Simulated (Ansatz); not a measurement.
Species: C2H7O2Si, net charge 0, doublet state. It need not be the lowest isomer of its formula. SMILES: O([CH2])[SiH2]OC
Coordinates optimised at B3LYP-D3(BJ)/def2-TZVP (Ansatz, a first-principles code):
```xyz
12

Si    -0.1683     0.8666     0.2755
O     -1.2624    -0.0156    -0.6056
C     -1.8627    -1.1641    -0.2044
O      1.1771     0.0107     0.6301
C      2.0585    -0.5446    -0.3382
H     -0.7444     1.2365     1.5811
H      0.1293     2.0173    -0.5985
H     -2.6312    -1.5420    -0.8608
H     -1.7834    -1.4709     0.8308
H      1.5915    -1.3920    -0.8454
H      2.3491     0.2000    -1.0855
H      2.9526    -0.8894     0.1797
```
Charge 0, spin multiplicity 2.

Wanted: atomisation energy (electronic, to ground-state atoms); the coupled-cluster value holds the core correlation from cc-pwCVTZ, in kcal/mol. Correlated levels leave the core frozen unless marked. Open shells are spin-unrestricted. No spin-orbit coupling. No relativistic terms. CBS marks a two-point X^-3 extrapolation of the correlation energy; Hartree-Fock from the larger set.

Level to compare with: CCSD(T)/CBS(cc-pV(T+d)Z,cc-pV(Q+d)Z) plus the core term (Ansatz), 1069.3 kcal/mol. It is a level with limits of its own, and the differences hold the functionals' basis error too.

**Question.** Rank these functionals by how close they come to CCSD(T)/CBS(cc-pV(T+d)Z,cc-pV(Q+d)Z), closest first: PBE0/def2-TZVPD (Ansatz); BLYP/def2-TZVPD (Ansatz); wB97M-V/def2-TZVPD (Ansatz); r2SCAN0/def2-TZVPD (Ansatz).

**Answer.** wB97M-V/def2-TZVPD (range-separated hybrid meta-GGA with VV10, 1066.4 kcal/mol, difference -2.9), PBE0/def2-TZVPD (global hybrid, 1056.7 kcal/mol, difference -12.6), BLYP/def2-TZVPD (GGA, 1052.6 kcal/mol, difference -16.7), r2SCAN0/def2-TZVPD (hybrid meta-GGA, 1050.1 kcal/mol, difference -19.2)
